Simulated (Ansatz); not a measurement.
CH$_{7}$GeNO, SMILES `[CH3][GeH]([NH2])[OH]`. Charge 0, multiplicity 1. All single points use the PBE0-D4/def2-TZVP geometry. It is one conformer, not always the lowest.

```xyz
11

C    -0.273    1.478    0.376
Ge   -0.440   -0.436    0.093
N     1.256   -1.134    0.042
O    -1.169   -0.803   -1.491
H    -1.242    1.958    0.236
H     0.080    1.693    1.387
H     0.434    1.899   -0.341
H    -1.404   -1.121    1.082
H     1.936   -0.666    0.625
H     1.333   -2.131    0.177
H    -0.510   -0.736   -2.187
```

(1) What is the dipole moment at ωB97M-V/def2-TZVPP? (Best estimate.)

(2) And with PBE, r2SCAN, B3LYP? (Best estimate.)

(3) Give the Mulliken charges with ωB97M-V, r2SCAN, B3LYP in def2-TZVPP. (Estimate.)

Answers

(1) The calculation gave: 2.29 D, with components (1.77, 0.60, 1.33) D in this frame, pointing from negative to positive charge.

(2) Ansatz gave: PBE 2.21 D, r2SCAN 2.27 D, B3LYP 2.29 D.

(3) Ansatz gave: 
| atom | ωB97M-V | r2SCAN | B3LYP |
| --- | --- | --- | --- |
| C1 | -0.45 | -0.30 | -0.39 |
| Ge2 | 0.53 | 0.54 | 0.55 |
| N3 | -0.39 | -0.46 | -0.42 |
| O4 | -0.43 | -0.46 | -0.44 |
| H5 | 0.13 | 0.09 | 0.11 |
| H6 | 0.12 | 0.08 | 0.10 |
| H7 | 0.13 | 0.08 | 0.11 |
| H8 | -0.01 | -0.05 | -0.04 |
| H9 | 0.11 | 0.14 | 0.12 |
| H10 | 0.11 | 0.15 | 0.13 |
| H11 | 0.16 | 0.19 | 0.17 |

B3LYP here is the variant with VWN-RPA as its local correlation; programs differ in this.
